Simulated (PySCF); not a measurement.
C₂H₇Si, doublet, geometry from GFN2-xTB.

The PySCF input:
```python
from pyscf import gto, scf, dft

mol = gto.M(
    atom='''
C    -1.561851    0.494542    0.032452
Si   -0.000348   -0.582102    0.136776
C     1.568961    0.455053   -0.127646
H    -1.642629    0.962311   -0.948089
H    -2.459033   -0.096468    0.189415
H    -1.554842    1.288253    0.774352
H    -0.062279   -1.713336   -0.795304
H     1.561054    0.921903   -1.111913
H     2.462319   -0.158542   -0.062244
H     1.657624    1.247734    0.610079
''',
    basis='pcseg-1',
    charge=0,
    spin=1,
    verbose=4,
    symmetry=True,
)

mf = dft.UKS(mol)
mf.xc = 'b3lyp'
mf.kernel()
mf.analyze()
```

Q: What HOMO energy does B3LYP/pcseg-1 in PySCF give?

A: -5.21 eV

Q: Predict the dipole moment from B3LYP/pcseg-1.

A: 0.79 D

Q: Estimate the number of basis functions that B3LYP/pcseg-1 returns for this input.

A: 81

Q: Predict the total energy from B3LYP/pcseg-1.

A: -10064.9049 eV

These values belong to the state on which the SCF converged, which isn't shown to be the lowest.
